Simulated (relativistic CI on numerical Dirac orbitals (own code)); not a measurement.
# Line list: Electric-dipole lines, Ti¹⁶⁺

Calculated at this level of theory: Dirac-Coulomb-Breit CI, KLI orbitals optimised for each configuration, QED by a radiative potential, unscaled Slater integrals (own radial code, finite nucleus).

Configurations in the expansion (outside the closed core 1s2): 2s²2p², 2s2p³, 2p⁴, 2p³3s, 2p³3p, 2p³3d, 2s²2p3s, 2s²2p3p, 2s²2p3d, 2s2p²3s, 2s2p²3p, 2s2p²3d, 2s²2p4s, 2s²2p4p, 2s²2p4d, 2s²2p4f. Levels of other configurations are missing.

```
λ vac (nm)            Lower               Upper   A (s⁻¹)        gf  Branching (%)
    1.7342   2s²2p² ¹D2 [4]  2s2p²3p ¹F°3 [100]  2.66e+12  8.40e-01           86.7
    1.7387   2s²2p² ¹D2 [4]   2s2p²3p ¹D°2 [95]  2.42e+12  5.49e-01           91.0
    1.7598   2s²2p² ³P2 [3]   2s2p²3p ³P°2 [71]  2.47e+12  5.74e-01           84.8
    1.7647   2s²2p² ³P1 [2]   2s2p²3p ³D°2 [63]  2.72e+12  6.35e-01           91.7
    1.7652   2s²2p² ³P2 [3]   2s2p²3p ³D°3 [65]  2.73e+12  8.92e-01           95.0
    1.7709   2s2p³ ³D°3 [9]   2s2p²3d ³F4 [152]  2.03e+12  8.59e-01           98.5
    1.7843   2s2p³ ³D°2 [7]   2s2p²3d ³D3 [148]  2.42e+12  8.08e-01           44.6
    1.7857   2s2p³ ³D°1 [8]   2s2p²3d ³F2 [146]  3.08e+12  7.37e-01           67.3
    1.8043  2s2p³ ³P°2 [12]   2s2p²3d ³F3 [150]  2.46e+12  8.42e-01           71.6
    1.8055   2s²2p² ³P1 [2]   2s²2p3d ³P°1 [48]  4.66e+12  6.84e-01           61.8
    1.8064   2s2p³ ⁵S°2 [6]    2s2p²3d ⁵P1 [88]  1.21e+13  1.77e+00           99.0
    1.8077   2s2p³ ⁵S°2 [6]    2s2p²3d ⁵P2 [86]  1.14e+13  2.80e+00           99.1
    1.8104   2s2p³ ⁵S°2 [6]    2s2p²3d ⁵P3 [85]  9.49e+12  3.26e+00           99.5
    1.8119   2s²2p² ³P0 [1]   2s²2p3d ³D°1 [41]  8.55e+12  1.26e+00           81.5
    1.8145   2s²2p² ³P1 [2]   2s²2p3d ³D°2 [43]  5.40e+12  1.33e+00           80.0
    1.8146   2s²2p² ³P2 [3]   2s²2p3d ³P°2 [47]  6.19e+12  1.53e+00           73.7
    1.8177   2s²2p² ³P2 [3]   2s²2p3d ³D°3 [45]  1.00e+13  3.47e+00           98.4
    1.8196  2s2p³ ³P°2 [12]   2s2p²3d ³D3 [148]  2.60e+12  9.02e-01           47.9
    1.8215   2s2p³ ³D°2 [7]   2s2p²3d ³D2 [126]  4.32e+12  1.07e+00           42.4
    1.8219   2s2p³ ⁵S°2 [6]    2s2p²3d ⁵D3 [80]  3.15e+12  1.10e+00           99.5
    1.8227   2s2p³ ³D°1 [8]   2s2p²3d ³D1 [124]  5.84e+12  8.73e-01           56.8
    1.8230   2s2p³ ³D°2 [7]   2s2p²3d ³F3 [122]  8.17e+12  2.85e+00           75.0
    1.8233   2s2p³ ³D°3 [9]   2s2p²3d ³D3 [128]  4.78e+12  1.67e+00           54.7
    1.8239   2s2p³ ³D°2 [7]   2s2p²3d ³F2 [121]  2.65e+12  6.60e-01           24.0
    1.8244   2s2p³ ³D°1 [8]   2s2p²3d ³F2 [121]  7.74e+12  1.93e+00           70.1
    1.8252   2s2p³ ³D°3 [9]   2s2p²3d ³F4 [123]  1.12e+13  5.03e+00           99.9
    1.8256   2s2p³ ³D°3 [9]   2s2p²3d ³F3 [122]  2.10e+12  7.35e-01           19.3
    1.8268   2s²2p² ¹D2 [4]   2s²2p3d ¹F°3 [54]  1.43e+13  5.02e+00           98.1
    1.8277   2s²2p² ³P1 [2]   2s²2p3d ¹D°2 [39]  3.68e+12  9.21e-01           66.2
    1.8359  2s2p³ ¹D°2 [14]   2s2p²3d ¹F3 [167]  1.66e+13  5.86e+00           99.5
    1.8391   2s²2p² ³P2 [3]   2s²2p3d ³F°3 [38]  1.49e+12  5.30e-01           90.5
    1.8427  2s2p³ ³S°1 [13]   2s2p²3d ³P2 [158]  8.35e+12  2.13e+00           86.1
    1.8462  2s2p³ ³P°2 [12]   2s2p²3d ³P2 [138]  4.54e+12  1.16e+00           53.4
    1.8540  2s2p³ ¹P°1 [15]   2s2p²3d ¹D2 [172]  1.17e+13  3.01e+00           83.4
    1.8563  2s2p³ ³P°1 [11]   2s2p²3d ³D2 [126]  3.89e+12  1.00e+00           38.2
    1.8576  2s2p³ ³P°2 [12]   2s2p²3d ³D3 [128]  3.77e+12  1.37e+00           43.1
    1.8613   2s²2p² ¹S0 [5]   2s²2p3d ¹P°1 [53]  8.23e+12  1.28e+00           93.3
    1.8644   2s2p³ ³D°2 [7]   2s2p²3d ³D3 [111]  1.68e+12  6.11e-01           22.4
    1.8671   2s2p³ ³D°3 [9]   2s2p²3d ³D3 [111]  2.65e+12  9.69e-01           35.5
    1.8813   2s2p³ ³D°3 [9]    2s2p²3d ³F4 [97]  4.23e+12  2.02e+00           99.9
    1.8868   2s2p³ ³D°2 [7]    2s2p²3d ³F3 [93]  3.85e+12  1.44e+00           91.3
    1.8932   2s2p³ ³D°1 [8]    2s2p²3d ³F2 [90]  3.12e+12  8.39e-01           76.4
    1.8976  2s2p³ ¹D°2 [14]   2s2p²3d ¹D2 [140]  5.73e+12  1.55e+00           68.7
    1.9030  2s2p³ ³P°2 [12]   2s2p²3d ³D3 [111]  3.12e+12  1.19e+00           41.8
    14.011   2s²2p² ¹D2 [4]     2s2p³ ¹D°2 [14]  3.82e+10  5.61e-01           93.0
```

Terms are leading LS components. Brackets give the number of a level in order of energy, since labels repeat. The list gives strong lines, with weight on those to low levels, without lines whose two gauges differ by over a factor of 2.5, among the lowest 200 of 274 levels, so that lines to higher ones, which can be the strongest, are missing. Levels whose partners in the same complex of configurations lie outside the list can be far off, and so can their lines. Rates are taken at the computed energies, electric ones in the length gauge.

At this charge energies of transitions that change n are usually good to better than 1 %, and those within a shell (Δn = 0) to a few per cent.

LS names give the leading component of a level, which can be under half, so a name can repeat, a term be missing and a line seem to break the LS rules.
